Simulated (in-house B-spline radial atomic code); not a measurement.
**W V (W4+): [Xe] (4f5/2)5 (4f7/2)8 5d3 (with a hole in an inner shell)**

Method: Dirac-Hartree-Fock, average of the jj configuration, Fermi nucleus of rms radius 5.3658 fm. Calculated with a B-spline radial code for spherical atoms.

Z_r = [3n² - l(l+1)]/(2<r>); Z_e = n√(-2ε); the last column is Slater's effective charge. Values are occupation-weighted means over j. An effective charge above Z reflects the relativistic contraction of the inner shells.

```tsv
shell	electrons	ε (eV)	<r> (bohr)	Z_r	Z_e	Slater
1s	2	-70023	0.01835	81.76	71.74	73.70
2s	2	-12268	0.0769	78.02	60.06	69.85
2p	6	-10805	0.06901	72.45	56.36	69.85
3s	2	-2931.4	0.2001	67.46	44.04	62.75
3p	6	-2484.7	0.2001	62.46	40.54	62.75
3d	10	-1934.5	0.1824	57.55	35.77	52.85
4s	2	-681.18	0.4489	53.47	28.30	46.25
4p	6	-530.2	0.4751	48.41	24.97	46.25
4d	10	-327.2	0.5091	41.25	19.62	34.85
5s	2	-142.37	1.059	35.41	16.17	17.20
4f	13	-104.47	0.5813	30.97	11.08	23.80
5p	6	-99.994	1.204	30.32	13.55	17.20
5d	3	-51.826	1.609	21.44	9.76	6.30
```

The least bound orbital is 5d5/2 at -51.46 eV, and it is also the most diffuse (<r> = 1.622 bohr). The part-filled 4f shell lies below the filled 5p shell in orbital energy.

For the 1s electron the small component carries 7.79 % of the norm, the zero-frequency Breit interaction raises the level by 243.3 eV, self-energy by 152 eV, and vacuum polarisation lowers it by 28.76 eV.
